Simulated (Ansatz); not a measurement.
Basis-set extrapolation for `N[SiH](O)[SiH2]F` (PBE0-D4/def2-TZVP geometry, frozen core, the Gaussian-basis code of Ansatz). Multiplicity 1, RHF reference.

```json
{"": "HF", "def2-TZVPP": "-810.383436", "def2-QZVPP": "-810.413537"}
{"": "MP2 correlation", "def2-TZVPP": "-0.947877", "def2-QZVPP": "-1.027558"}
{"": "CCSD(T) correlation", "def2-TZVPP": "-1.019568", "def2-QZVPP": "not run"}
```

Energies in hartree. Use E(X) = E(∞) + A·exp(−7.88·√X) for Hartree–Fock and E(X) = E(∞) + B·X^(−2.97) for correlation, with X = 3 and 4, and add CCSD(T) minus MP2 of the smaller set to the MP2 limit.

Question: What is the CCSD(T) energy at the basis-set limit?

Answer: HF limit: -810.413537 + (-0.030101) × 0.13774 = -810.41768. MP2 limit: -1.027558 + (-0.079681) × 0.74074 = -1.08658. Higher-order term: -1.019568 − (-0.947877) = -0.07169. Total: -811.57595 hartree, 454.1 kJ/mol below CCSD(T)/def2-TZVPP.
